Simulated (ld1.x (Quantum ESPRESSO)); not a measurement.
boron (B), PAW: configuration errors across variants

ld1.x (Quantum ESPRESSO) 7.5 input, shortened:

```
&input
   title='B', zed=5., rel=1, dft='PZ', iswitch=3,
   config='[He] 2s2 2p0'
 /
 &inputp
   pseudotype=3, lpaw=.true., tm=.true., lloc=-2, rcloc=1.40,
   nlcc=.true.,
   which_augfun='PSQ', rmatch_augfun=1.10
 /
4
2S  1  0   2.00   0.00  1.30  1.40  0.0
2S  1  0   0.00  -1.05  1.30  1.40  0.0
2P  2  1   0.00   0.00  1.55  1.70  0.0
2P  2  1   0.00   0.45  1.55  1.70  0.0
 &test
   configts(1)='2s2 2p0'
 /
```

All-electron excitation energies from the reference (eV): (1) 2s2 2p1 -8.327; (2) 2s1 2p0 25.305; (3) 2s2 2p0.5 -5.384; (4) 2s0 2p3 3.075; (5) 2s1 2p2 -2.641; (6) 2s1 2p1 5.957; (7) 2s2 2p1.3 -9.099; (8) 2s2 2p1 spin -8.562; (9) 2s1 2p0 spin 24.576.

Spin tests fill each open shell by Hund’s rule, majority spin first.

Errors AE − PS in meV (a dash: test not solved or not reliable):

```tsv
change	(1)	(2)	(3)	(4)	(5)	(6)	(7)	(8)	(9)	bound ghosts
base	-0.1	-4.7	0.0	-1.5	-0.4	-0.5	-0.1	-0.4	-6.6	none
waves 2p (bound): rcut 1.10, rcutus 1.16 bohr; 2p channel at 0.45 Ry: rcut 1.10, rcutus 1.16 bohr	-0.1	-4.7	0.0	-1.6	-0.4	-0.6	-0.1	-0.4	-6.6	none
waves 2p (bound): rcut 1.48, rcutus 1.56 bohr; 2p channel at 0.45 Ry: rcut 1.48, rcutus 1.56 bohr	–	–	–	–	–	–	–	–	–	none
waves 2p (bound): rcut 1.55, rcutus 1.86 bohr; 2p channel at 0.45 Ry: rcut 1.55, rcutus 1.86 bohr	-0.1	-4.7	0.0	-1.5	-0.4	-0.5	-0.1	-0.4	-6.6	none
waves 2p (bound): rcut 1.55, rcutus 2.00 bohr; 2p channel at 0.45 Ry: rcut 1.55, rcutus 2.00 bohr	-0.1	-4.7	0.0	-1.5	-0.4	-0.5	-0.1	-0.4	-6.6	none
waves 2p (bound): rcut 1.55, rcutus 2.28 bohr; 2p channel at 0.45 Ry: rcut 1.55, rcutus 2.28 bohr	-0.1	-4.7	-0.1	–	–	–	–	–	–	none
waves 2p (bound): rcut 1.55, rcutus 2.54 bohr; 2p channel at 0.45 Ry: rcut 1.55, rcutus 2.54 bohr	+1.2	-4.7	0.0	–	–	–	–	–	–	none
```

Q: Give the same row for: waves 2p (bound): rcut 1.32, rcutus 1.40 bohr; 2p channel at 0.45 Ry: rcut 1.32, rcutus 1.40 bohr.

A: -0.1, -4.7, 0.0, -1.5, -0.3, -0.5, -0.1, -0.4, -6.6; bound ghosts: none.
